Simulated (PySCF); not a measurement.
## Basis and Hamiltonian dependence of the ionisation energy of Nb⁺

Nb⁺ [Kr] 4d4 (5D) → Nb²⁺ [Kr] 4d3 (4F). All values are computed (PySCF 2.14, energy differences of UHF-based or UKS calculations, no spin-orbit coupling). Values in eV.

```tsv
basis	Hamiltonian	functions	UHF	PBE0	MP2 (valence)	CCSD(T) (valence)	CCSD(T) (valence and next inner shell)
cc-pVDZ-PP with ECP28MDF	ECP	38	13.094	n/a	13.518	n/a	n/a
x2c-SVPall	spin-free X2C	53	13.081	n/a	13.517	n/a	n/a
aug-cc-pVDZ-PP with ECP28MDF	ECP	54	13.093	14.338	13.541	13.640	n/a
def2-TZVPPD with the def2 core potential (28 electrons)	ECP	56	13.061	n/a	13.593	13.683	13.963
cc-pVTZ-PP with ECP28MDF	ECP	63	13.052	14.326	13.593	n/a	n/a
ANO-RCC-VTZP	spin-free X2C	68	13.096	14.403	13.637	13.727	14.043
aug-cc-pwCVDZ-PP with ECP28MDF	ECP	70	13.050	14.324	13.575	13.668	13.871
x2c-TZVPPall	spin-free X2C	79	13.068	14.387	13.608	13.699	14.007
def2-QZVPPD with the def2 core potential (28 electrons)	ECP	81	13.054	n/a	13.614	13.704	14.005
aug-cc-pVTZ-PP with ECP28MDF	ECP	88	13.053	14.328	13.598	13.689	n/a
x2c-TZVPPall with one added diffuse shell each of s, p, d, f type	spin-free X2C	95	13.068	14.388	13.610	13.701	14.009
ANO-R3	spin-free X2C	106	13.046	n/a	13.619	13.710	n/a
aug-cc-pwCVTZ-PP with ECP28MDF	ECP	122	13.044	14.325	13.615	13.705	n/a
aug-cc-pwCVQZ-PP with ECP28MDF	ECP	180	13.039	14.319	13.625	n/a	n/a
```

Extrapolation of MP2 (valence) from aug-cc-pwCVTZ-PP with ECP28MDF and aug-cc-pwCVQZ-PP with ECP28MDF: the correlation parts are 0.571 and 0.587 eV; with the X⁻³ form and unrounded values, (4³ × 0.587 − 3³ × 0.571)/(4³ − 3³) = 0.598 eV, and adding the Hartree-Fock value 13.039 eV of the larger basis gives 13.637 eV.

Frozen in the all-electron rows: valence: [Kr]; valence and next inner shell: [Ar] 3d10; with a core potential, the same shells as far as they lie outside it.

Between the lowest levels the reference is 14.32 eV (semi-empirical (NIST evaluation); NIST Atomic Spectra Database, ionization energies); it includes spin-orbit coupling, which these numbers lack.
